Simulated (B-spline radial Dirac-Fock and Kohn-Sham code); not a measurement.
Two-hole binding energies of K³⁺

System: the K³⁺ ion, configuration [Ne] 3s2 3p4.

These are calculated numbers from a radial atomic solver; the model is Dirac-Fock (average of configuration) total-energy differences with a finite nucleus, the Breit interaction including its frequency dependence, and self-energy and vacuum-polarisation corrections. U is the two-hole binding energy less the two single-hole energies, the effective repulsion of the holes after relaxation. Each two-hole energy is an average over J within one jj subconfiguration.

```csv
holes,E(a) (eV),E(b) (eV),E(ab) (eV),U (eV)
1s⁻²,3662.2,3662.2,?,?
1s⁻¹ 2p1/2⁻¹,3662.2,349.2,4083.7,72.3
2s⁻²,432.0,432.0,914.5,50.6
2s⁻¹ 2p1/2⁻¹,432.0,349.2,827.2,46.1
2p1/2⁻²,349.2,349.2,754.7,56.3
2p1/2⁻¹ 3s⁻¹,349.2,82.04,454.2,23.0
```

Problem. Give the missing two-hole energy and U.

Solution. E(ab) = 7590.9 eV and U = 266.5 eV.

Run: 13 s of CPU time on 1 thread of Neoverse-V1 (shared host), peak memory 0.31 GiB.
